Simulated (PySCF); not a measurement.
Species: C₈H₁₅P.
Atom-mapped SMILES: `[CH2:1]=[CH:2][P:3]([CH:4]=[CH2:5])[C:6]([CH3:7])([CH3:8])[CH3:9]` (hydrogens: H10, H11 on C1; H12 on C2; H13 on C4; H14, H15 on C5; H16, H17, H18 on C7; H19, H20, H21 on C8; H22, H23, H24 on C9)

Geometry (PBE0-D3(BJ)/def2-SVP, Å), atoms numbered from 1 in this order:
```xyz
24
C8H15P angstrom
C      2.4796   -1.5790    0.7751
C      1.2803   -1.0827    1.0994
P      0.6129    0.5389    0.6151
C      1.5635    0.8500   -0.9106
C      2.0090    2.0703   -1.2235
C     -1.0883    0.0493   -0.0810
C     -1.9354   -0.4283    1.0995
C     -1.6983    1.3254   -0.6610
C     -1.0107   -1.0348   -1.1508
H      3.1628   -1.0536    0.1002
H      2.8316   -2.5288    1.1887
H      0.6560   -1.6437    1.8060
H      1.7625    0.0099   -1.5894
H      2.5563    2.2636   -2.1520
H      1.8407    2.9242   -0.5586
H     -1.5606   -1.3715    1.5251
H     -2.9710   -0.6104    0.7659
H     -1.9672    0.3228    1.9046
H     -1.1033    1.7123   -1.5025
H     -2.7163    1.1209   -1.0333
H     -1.7678    2.1194    0.0990
H     -0.5141   -1.9428   -0.7755
H     -0.4612   -0.6897   -2.0394
H     -2.0261   -1.3153   -1.4805
```

The closed-shell ground state was solved at several levels (PySCF, density fitting, gas phase, non-relativistic).

```json
{"level": "PBE0/pcSseg-1", "basis functions": "235", "HOMO (eV)": "-6.28", "LUMO (eV)": "-0.44", "gap (eV)": "5.84", "dipole (D)": "1.22"}
{"level": "wB97X-D/pcSseg-1", "basis functions": "235", "HOMO (eV)": "-8.07", "LUMO (eV)": "1.37", "gap (eV)": "9.44", "dipole (D)": "1.24"}
```

**Question.** Estimate the row for CAM-B3LYP/def2-SVPD, a basis of 304 functions; the other rows only guide the guess.

**Answer.** HOMO -7.51 eV, LUMO 0.69 eV, gap 8.20 eV, dipole 1.15 D.

**Question.** Over all these levels, which gives the widest orbital gap and which the narrowest?

**Answer.** wB97X-D/pcSseg-1 (range-separated hybrid) has the widest, 9.44 eV, and PBE0/pcSseg-1 (global hybrid, 25 % exact exchange) the narrowest, 5.84 eV. The two share the basis. From the narrowest to the widest the HOMO moves by -1.79 eV and the LUMO by +1.81 eV.

**Question.** How far do the dipole and the HOMO energy spread over the levels?

**Answer.** The dipole runs from 1.15 to 1.24 D (mean 1.20 D) and the HOMO from -8.07 to -6.28 eV.

One conformer stands for the species.
